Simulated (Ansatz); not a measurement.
`C1O[AsH]PS1`, charge 0, multiplicity 1.

Question: Give a relaxed structure at PBE0-D4/def2-TZVP (Ansatz 0.2.0). (An estimate is asked.)

Answer: The calculation gave: 
```xyz
9

C     0.1566    1.0301   -0.5873
O     0.4255   -0.1568   -1.2585
As    0.4533   -1.6992   -0.3043
P    -0.5041   -0.7978    1.6172
S    -1.2226    0.8828    0.5987
H     1.0330    1.3926   -0.0381
H    -0.1527    1.7800   -1.3212
H    -0.9179   -2.1745   -0.7918
H     0.7289   -0.2573    2.0854
```
This is one stationary point; other conformers may exist.
